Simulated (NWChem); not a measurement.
System: C3H3O3, doublet; SMILES C1[CH]OC(=O)O1

NWChem input:

```
start job
memory heap 200 mb stack 900 mb global 1100 mb
geometry units angstroms noautosym nocenter noautoz
  O     -0.039076    -1.998221     0.024301
  C     -0.014985    -0.815997     0.003879
  O      1.125086    -0.062567     0.027463
  C      0.802299     1.254534    -0.090354
  C     -0.682865     1.358060    -0.010146
  O     -1.081748    -0.002126    -0.044975
  H      1.545823     1.971224     0.255244
  H     -1.051913     1.824591     0.924326
  H     -1.143659     1.895372    -0.857567
end
basis spherical
  O library iglo-ii
  C library iglo-ii
  H library iglo-ii
end
dft
  odft
  mult 2
  xc xcamb88 1.00 lyp 0.81 vwn_5 0.19 hfexch 1.00
  cam 0.33 cam_alpha 0.19 cam_beta 0.46
  iterations 150
end
property
  hyperfine
end
task dft property
```

NWChem printed, in part:

```
             Northwest Computational Chemistry Package (NWChem) 7.3.0
             --------------------------------------------------------

                             Geometry "geometry" -> ""
                             -------------------------

 Output coordinates in angstroms (scale by  1.889725989 to convert to a.u.)

  No.       Tag          Charge          X              Y              Z
 ---- ---------------- ---------- -------------- -------------- --------------
    1 O                    8.0000    -0.03907600    -1.99822100     0.02430100
    2 C                    6.0000    -0.01498500    -0.81599700     0.00387900
    3 O                    8.0000     1.12508600    -0.06256700     0.02746300
    4 C                    6.0000     0.80229900     1.25453400    -0.09035400
    5 C                    6.0000    -0.68286500     1.35806000    -0.01014600
    6 O                    8.0000    -1.08174800    -0.00212600    -0.04497500
    7 H                    1.0000     1.54582300     1.97122400     0.25524400
    8 H                    1.0000    -1.05191300     1.82459100     0.92432600
    9 H                    1.0000    -1.14365900     1.89537200    -0.85756700

 Effective nuclear repulsion energy (a.u.)     237.7744870561

                              NWChem Property Module
                              ----------------------

  itol2e modified to match energy
  convergence criterion.

                                 NWChem DFT Module
                                 -----------------

 Summary of "ao basis" -> "ao basis" (spherical)
 ------------------------------------------------------------------------------
       Tag                 Description            Shells   Functions and Types
 ---------------- ------------------------------  ------  ---------------------
 O                          iglo-ii                 10       22   5s4p1d
 C                          iglo-ii                 10       22   5s4p1d
 H                          iglo-ii                  4        6   3s1p

  itol2e modified to match energy
  convergence criterion.

            General Information
            -------------------
          SCF calculation type: DFT
          Wavefunction type:  spin polarized.
          No. of atoms     :     9
          No. of electrons :    45
           Alpha electrons :    23
            Beta electrons :    22
          Charge           :     0
          Spin multiplicity:     2
          Use of symmetry is: off; symmetry adaption is: off
          Maximum number of iterations: 150
          AO basis - number of functions:   150
                     number of shells:    72
          Convergence on energy requested:  1.00D-07
          Convergence on density requested:  1.00D-05
          Convergence on gradient requested:  5.00D-04

              XC Information
              --------------
                     Hartree-Fock (Exact) Exchange  1.000
                   CAM-Becke88 Exchange Functional  1.000
                      VWN V Correlation Functional  0.190 local
              Lee-Yang-Parr Correlation Functional  0.810

           Range-Separation Parameters
           ---------------------------
           Alpha           :  0.19
           Beta            :  0.46
           Gamma           :  0.33
           Short-Range HF  :     F

             Grid Information
             ----------------
          Grid used for XC integration:  fine
          Radial quadrature: Mura-Knowles
          Angular quadrature: Lebedev.
          Tag              B.-S. Rad. Rad. Pts. Rad. Cut. Ang. Pts.
          ---              ---------- --------- --------- ---------
          O                   0.60       70          12.0       590
          C                   0.70       70          10.0       590
          H                   0.35       60          10.0       590
          Grid pruning is: on
          Number of quadrature shells:   600
          Spatial weights used:  Erf1

      Superposition of Atomic Density Guess
      -------------------------------------

 Sum of atomic energies:        -338.83575567

      Non-variational initial energy
      ------------------------------

 Total energy =    -341.963186
 1-e energy   =    -934.807271
 2-e energy   =     355.069599
 HOMO         =      -0.087749
 LUMO         =       0.098474

   convergence    iter        energy       DeltaE   RMS-Dens  Diis-err
 ---------------- ----- ----------------- --------- --------- ---------
 d= 0,ls=0.0,diis     1   -341.5021356896 -5.79D+02  3.91D-03  6.89D-01
                                                     3.60D-03  6.73D-01
 d= 0,ls=0.0,diis     2   -341.4208288710  8.13D-02  2.56D-03  8.32D-01
                                                     2.52D-03  8.23D-01
 d= 0,ls=0.0,diis     3   -341.6823899870 -2.62D-01  7.02D-04  6.81D-02
                                                     6.77D-04  6.84D-02
 d= 0,ls=0.0,diis     4   -341.7015589138 -1.92D-02  2.41D-04  9.28D-03
                                                     2.13D-04  9.03D-03
 d= 0,ls=0.0,diis     5   -341.7043970146 -2.84D-03  7.71D-05  4.43D-04
                                                     5.95D-05  4.48D-04
  Resetting Diis
 d= 0,ls=0.0,diis     6   -341.7045532742 -1.56D-04  3.45D-05  2.76D-05
                                                     2.72D-05  2.80D-05
 d= 0,ls=0.0,diis     7   -341.7045723447 -1.91D-05  1.28D-05  1.99D-06
                                                     9.53D-06  2.26D-06
 d= 0,ls=0.0,diis     8   -341.7045740888 -1.74D-06  4.51D-06  1.72D-06
                                                     4.03D-06  1.85D-06
 d= 0,ls=0.0,diis     9   -341.7045747974 -7.09D-07  4.26D-06  3.63D-07
                                                     3.12D-06  2.68D-07
 d= 0,ls=0.0,diis    10   -341.7045750673 -2.70D-07  1.83D-06  5.85D-08
                                                     1.77D-06  1.09D-07
 d= 0,ls=0.0,diis    11   -341.7045751300 -6.27D-08  4.47D-07  9.97D-09
                                                     2.73D-07  4.93D-09

         Total DFT energy =     -341.704575130031
      One electron energy =     -937.114238597351
           Coulomb energy =      400.710961939023
    Exchange-Corr. energy =      -43.075785527783
 Nuclear repulsion energy =      237.774487056080

 Numeric. integr. density =       45.000001546576

                    DFT Final Alpha Molecular Orbital Analysis
                    ------------------------------------------

[...]

          ----------------------
          Hyperfine Interactions
          ----------------------

 Total Spin Density (Fermi Contact Term)
 ------------------ --------------------
     Atom            x         y         z       Density (a.u.)      Aiso(MHz)     Aiso(Gauss)
     1  17-O     -0.07384  -3.77609   0.04592       0.002001         -1.213265      -0.432922
     2  13-C     -0.02832  -1.54201   0.00733      -0.002692         -3.026812      -1.080040
     3  17-O      2.12610  -0.11823   0.05190       0.033121        -20.077549      -7.164157
     4  13-C      1.51613   2.37073  -0.17074       0.143331        161.131604      57.495666
     5  13-C     -1.29043   2.56636  -0.01917      -0.021852        -24.566301      -8.765852
     6  17-O     -2.04421  -0.00402  -0.08499      -0.001197          0.725346       0.258821
     7   1-H      2.92118   3.72507   0.48234      -0.007887        -35.253671     -12.579365
     8   1-H     -1.98783   3.44798   1.74672       0.023415        104.663242      37.346384
     9   1-H     -2.16120   3.58173  -1.62057       0.019909         88.990337      31.753912

           -------------------------------------------
           Anisotropic Interaction (Spin-Dipolar Term)
           -------------------------------------------

 ------------------------------------------------------------
     Atom            x         y         z
 ------------------------------------------------------------
     1  17-O     -0.07384  -3.77609   0.04592

   Spin-Dipolar term (a.u.)
        xx             yy             zz             xy             xz             yz
 ------------------------------------------------------------------------------------------
      -0.055591      -0.043321       0.098912      -0.000608       0.012960       0.010333

   Principal Comp. of -hf- tensor (au)            Anisotropic -hfcc- (MHz)               Anisotropic -hfcc- (Gauss)
 --------------------------------------------------------------------------------------------------------------------------
     -0.056837    -0.043883     0.100721       4.112709     3.175371    -7.288080       1.467514     1.133049    -2.600564

   Orientation of the principal axis of Hyperfine Tensor w.r.t absolute (molecular) frame
 --------------------------------------------------------------------------------------------------------------------------
      0.989497    -0.118942     0.082144
      0.113235     0.991030     0.070969
     -0.089849    -0.060922     0.994090

 ------------------------------------------------------------
     Atom            x         y         z
 ------------------------------------------------------------
     2  13-C     -0.02832  -1.54201   0.00733

   Spin-Dipolar term (a.u.)
        xx             yy             zz             xy             xz             yz
 ------------------------------------------------------------------------------------------
      -0.002162       0.010925      -0.008763       0.015094       0.003109       0.003588

   Principal Comp. of -hf- tensor (au)            Anisotropic -hfcc- (MHz)               Anisotropic -hfcc- (Gauss)
 --------------------------------------------------------------------------------------------------------------------------
     -0.012213     0.021563    -0.009350      -1.638873     2.893597    -1.254724      -0.584790     1.032506    -0.447716

   Orientation of the principal axis of Hyperfine Tensor w.r.t absolute (molecular) frame
 --------------------------------------------------------------------------------------------------------------------------
      0.832175     0.544654     0.104103
     -0.508625     0.824517    -0.247936
     -0.220874     0.153377     0.963167

 ------------------------------------------------------------
     Atom            x         y         z
 ------------------------------------------------------------
     3  17-O      2.12610  -0.11823   0.05190

   Spin-Dipolar term (a.u.)
        xx             yy             zz             xy             xz             yz
 ------------------------------------------------------------------------------------------
      -0.320108      -0.334473       0.654580       0.016567      -0.057976      -0.028519

   Principal Comp. of -hf- tensor (au)            Anisotropic -hfcc- (MHz)               Anisotropic -hfcc- (Gauss)
 --------------------------------------------------------------------------------------------------------------------------
     -0.313471    -0.345419     0.658890      22.682541    24.994289   -47.676830       8.093681     8.918569   -17.012250

   Orientation of the principal axis of Hyperfine Tensor w.r.t absolute (molecular) frame
 --------------------------------------------------------------------------------------------------------------------------
      0.825011    -0.561966    -0.059590
      0.561256     0.827112    -0.029639
      0.065944    -0.008992     0.997783

 ------------------------------------------------------------
     Atom            x         y         z
 ------------------------------------------------------------
     4  13-C      1.51613   2.37073  -0.17074

   Spin-Dipolar term (a.u.)
        xx             yy             zz             xy             xz             yz
 ------------------------------------------------------------------------------------------
      -0.534146      -0.564222       1.098367       0.016251      -0.212753      -0.111995

   Principal Comp. of -hf- tensor (au)            Anisotropic -hfcc- (MHz)               Anisotropic -hfcc- (Gauss)
 --------------------------------------------------------------------------------------------------------------------------
     -0.561087    -0.572094     1.133181     -75.292525   -76.769574   152.062099     -26.866200   -27.393247    54.259447

   Orientation of the principal axis of Hyperfine Tensor w.r.t absolute (molecular) frame
 --------------------------------------------------------------------------------------------------------------------------
      0.975454    -0.179939    -0.126933
      0.172627     0.982739    -0.066515
      0.136710     0.042970     0.989679

 ------------------------------------------------------------
     Atom            x         y         z
 ------------------------------------------------------------
     5  13-C     -1.29043   2.56636  -0.01917

   Spin-Dipolar term (a.u.)
        xx             yy             zz             xy             xz             yz
 ------------------------------------------------------------------------------------------
       0.019842      -0.012063      -0.007779      -0.002728      -0.013721      -0.003900

   Principal Comp. of -hf- tensor (au)            Anisotropic -hfcc- (MHz)               Anisotropic -hfcc- (Gauss)
 --------------------------------------------------------------------------------------------------------------------------
      0.025528    -0.008072    -0.017456       3.425654    -1.083214    -2.342440       1.222356    -0.386517    -0.835839

   Orientation of the principal axis of Hyperfine Tensor w.r.t absolute (molecular) frame
 --------------------------------------------------------------------------------------------------------------------------
      0.925407    -0.227932     0.302770
     -0.027940     0.755709     0.654311
     -0.377944    -0.613963     0.692970

 ------------------------------------------------------------
     Atom            x         y         z
 ------------------------------------------------------------
     6  17-O     -2.04421  -0.00402  -0.08499

   Spin-Dipolar term (a.u.)
        xx             yy             zz             xy             xz             yz
 ------------------------------------------------------------------------------------------
      -0.001529       0.001143       0.000387       0.010555      -0.003753      -0.009735

   Principal Comp. of -hf- tensor (au)            Anisotropic -hfcc- (MHz)               Anisotropic -hfcc- (Gauss)
 --------------------------------------------------------------------------------------------------------------------------
     -0.012365     0.016550    -0.004185       0.894722    -1.197519     0.302797       0.319259    -0.427304     0.108045

   Orientation of the principal axis of Hyperfine Tensor w.r.t absolute (molecular) frame
 --------------------------------------------------------------------------------------------------------------------------
      0.572345     0.507245     0.644301
     -0.724293     0.681111     0.107178
     -0.384475    -0.528006     0.757225

 ------------------------------------------------------------
     Atom            x         y         z
 ------------------------------------------------------------
     7   1-H      2.92118   3.72507   0.48234

   Spin-Dipolar term (a.u.)
        xx             yy             zz             xy             xz             yz
 ------------------------------------------------------------------------------------------
       0.003007      -0.005159       0.002152       0.063692       0.014839       0.018700

   Principal Comp. of -hf- tensor (au)            Anisotropic -hfcc- (MHz)               Anisotropic -hfcc- (Gauss)
 --------------------------------------------------------------------------------------------------------------------------
      0.070873    -0.065092    -0.005781      37.814404   -34.729997    -3.084406      13.493097   -12.392506    -1.100591

[...]
```

Level: CAM-B3LYP/IGLO-II, spin-unrestricted, contact and dipolar terms. The geometry was optimised at PBE0/def2-SVP, spin-unrestricted. No stability test was run on the SCF state.
